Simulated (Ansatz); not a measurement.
`[CH3][Zn][SiH2]Cl`. Total charge 0; spin multiplicity 1. The structure was optimised at the PBE0-D4/def2-TZVP level. It is one conformer, not always the lowest.

```xyz
9

C    -1.701    0.491    1.345
Zn   -0.271    0.016    0.111
Si    1.513   -0.540   -1.367
Cl    3.278    0.254   -0.591
H    -2.279   -0.391    1.631
H    -2.385    1.212    0.890
H    -1.294    0.939    2.255
H     1.758   -2.000   -1.532
H     1.383    0.019   -2.743
```

Question: What is the dipole moment at ωB97M-V/def2-TZVPP? (An estimate is asked.)

Answer: Ansatz gave: 2.17 D, with components (-2.15, -0.30, 0.17) D in this frame, pointing from negative to positive charge.

Question: And with PBE, r2SCAN, B3LYP? (Estimate.)

Answer: Computed: PBE 2.08 D, r2SCAN 2.11 D, B3LYP 2.16 D.

Question: Give the Mulliken charges with ωB97M-V, B3LYP, PBE in def2-TZVPP. (Estimate.)

Answer: Ansatz gave: 
```csv
atom,ωB97M-V,B3LYP,PBE
C1,-0.53,-0.46,-0.43
Zn2,0.28,0.25,0.19
Si3,0.21,0.34,0.29
Cl4,-0.25,-0.28,-0.25
H5,0.12,0.10,0.10
H6,0.12,0.10,0.10
H7,0.12,0.10,0.10
H8,-0.03,-0.07,-0.06
H9,-0.03,-0.07,-0.06
```

B3LYP here is the variant with VWN-RPA as its local correlation; programs differ in this.
